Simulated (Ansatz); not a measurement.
C₃H₆BrN, SMILES `CC(=N)CBr`. Total charge 0; spin multiplicity 1. The structure was optimised at the PBE0-D4/def2-TZVP level. It is one conformer, not always the lowest.

```xyz
11

C     0.897    0.895    0.083
C    -0.420    0.190   -0.011
N    -1.551    0.734   -0.185
C    -0.415   -1.300    0.152
Br    0.556   -2.168   -1.300
H     0.776    1.971   -0.035
H     1.366    0.696    1.051
H     1.584    0.526   -0.683
H    -1.457    1.748   -0.258
H    -1.430   -1.682    0.123
H     0.094   -1.609    1.064
```

(1) What is the dipole moment at ωB97M-V/def2-TZVPP? (An estimate is asked.)

(2) And with PBE, r2SCAN, B3LYP? (An estimate is asked.)

(3) Give the Mulliken charges with ωB97M-V, PBE, r2SCAN in def2-TZVPP. (An estimate is asked.)

Results:

(1) Ansatz gave: 2.49 D, with components (1.42, 1.39, 1.50) D in this frame, pointing from negative to positive charge.

(2) Computed: PBE 2.41 D, r2SCAN 2.51 D, B3LYP 2.48 D.

(3) Computed: 
```
atom  ωB97M-V    PBE  r2SCAN
  C1    -0.27  -0.21   -0.13
  C2     0.00  -0.07    0.02
  N3    -0.21  -0.19   -0.27
  C4    -0.15  -0.06    0.01
 Br5    -0.11  -0.13   -0.15
  H6     0.08   0.07    0.04
  H7     0.11   0.09    0.06
  H8     0.12   0.10    0.08
  H9     0.11   0.15    0.15
 H10     0.15   0.13    0.11
 H11     0.15   0.12    0.09
```

B3LYP here is the variant with VWN-RPA as its local correlation; programs differ in this.
